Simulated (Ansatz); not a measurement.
Stepwise reaction of `OB(O)[SiH3]` with hydrogen chloride, as a gas-phase model of exchange steps in deposition or etching. ΔE in kJ/mol.

Program: Ansatz. Geometries: PBE0-D4/def2-TZVP. ΔE: electronic, gas phase. CCSD(T)/CBS adds triple-zeta CCSD(T) − MP2 to the extrapolated MP2 energy (def2 sets, frozen cores). This one scheme is used for every species. DFT in def2-TZVPP. B3LYP here is the variant with VWN-RPA as its local correlation; programs differ in this. One conformer a species, not always the lowest.

```
step                                    reaction  PBE-D4  B3LYP-D4  ωB97M-V  CCSD(T)/CBS
   1  `OB(O)[SiH3]` + HCl → `OB([SiH3])Cl` + H₂O    20.1      26.3     24.9         20.6
```

(1) Give the row of step 2, `OB([SiH3])Cl` + HCl → `[SiH3]B(Cl)Cl` + H₂O. (Best estimate.)

(2) By hand: ΔE of the 2 steps together at CCSD(T)/CBS.

Answers

(1) Computed: 
```csv
step,reaction,PBE-D4,B3LYP-D4,ωB97M-V,CCSD(T)/CBS
2,`OB([SiH3])Cl` + HCl → `[SiH3]B(Cl)Cl` + H₂O,49.3,55.8,55.6,49.8
```

(2) (20.6) + (49.8) = 70.4 kJ/mol, or 35.2 kJ/mol a step.

In ΔE each step is higher than the one before. All are uphill at CCSD(T)/CBS. PBE-D4 differs from CCSD(T)/CBS by -0.5 to -0.5 kJ/mol a step. Isolated molecules leave out the surface, adducts and barriers. Largest T1 diagnostic: 0.014.
